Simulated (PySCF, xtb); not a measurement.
Si(Cl)(OH)2(NH2) (ClH4NO2Si), SMILES N[Si](O)(O)Cl. Other conformers were not sampled.

Harmonic wavenumbers (cm⁻¹) from GFN2-xTB (xtb) at its own minimum, in rising order: 155, 171, 194, 234, 265, 268, 293, 321, 479, 570, 805, 815, 836, 850, 940, 972, 1514, 3488, 3522, 3659, 3687.

Question: What does PBE-D3(BJ)/def2-SVP (PySCF) give at its own minimum? (Estimate from the structure and the level; the computed values follow.)

Answer: 117, 177, 210, 265, 279, 295, 344, 355, 398, 515, 763, 808, 820, 840, 936, 961, 1480, 3498, 3600, 3754, 3765. Paired by order, the mean absolute difference is 35 cm⁻¹ and the zero-point energies are 34.4 and 34.6 kcal/mol.
